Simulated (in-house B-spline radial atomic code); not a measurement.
**LDA VWN5 excitations of Si2+**

Method: LDA VWN5. Computed with a B-spline radial code for spherical atoms: linear response of the closed shell [Ne] 3s2 with the functional's adiabatic kernel; non-relativistic, point nucleus, no spin-orbit coupling, no double excitations, S, P, D and F terms only.

Command:
```bash
python run_td.py task.json out
```
Settings (radii: box in bohr, nucleus in fm):
```
Z                        14
electrons                12
configuration            [Ne] 3s2
hamiltonian              nr
method                   lda,vwn
box_radius               29.48
intervals                52
```

Cost of the run: 0.1 s on 1 thread of Intel(R) Xeon(R) 6975P-C (Granite Rapids), with other jobs on the host.

The lowest states, in the order of their Tamm-Dancoff energies; the method's threshold (minus the highest occupied level) is 28.601 eV. Labels give the largest channel, * marks a mixed state, and oscillator strengths are full-response dipole values. Semilocal kernels can invert the small singlet-triplet splittings of Rydberg terms. Energies in eV:

```
     state  full response  Tamm-Dancoff  oscillator strength
3s → 3p 3P          6.515         6.652                    -
3s → 3p 1P         10.365        10.857                  1.6
3s → 3d 3D         16.838        16.875                    -
3s → 3d 1D              ?             ?                    -
3s → 4s 3S         18.704        18.710                    -
3s → 4s 1S         19.260        19.281                    -
3s → 4p 3P         20.984        20.991                    -
3s → 4p 1P              ?             ?                    ?
3s → 4d 3D         23.767        23.772                    -
3s → 4d 1D         23.889        23.891                    -
```

(1) Where does 3s → 3d 1D lie?

(2) Where does 3s → 4p 1P lie?

(3) How large is the singlet-triplet splitting of 3s → 3p (P terms) in Tamm-Dancoff?

(4) What polarisabilities and dispersion coefficient does the method give?

Answers

(1) At 17.858 eV in full response, 17.865 eV in Tamm-Dancoff.

(2) At 21.168 eV in full response, 21.211 eV in Tamm-Dancoff, oscillator strength 0.0134.

(3) 4.21 eV, from the unrounded values.

(4) Dipole 11.31 bohr³, quadrupole 35.66 bohr⁵, C6 38.14 hartree·bohr⁶ for two such species.
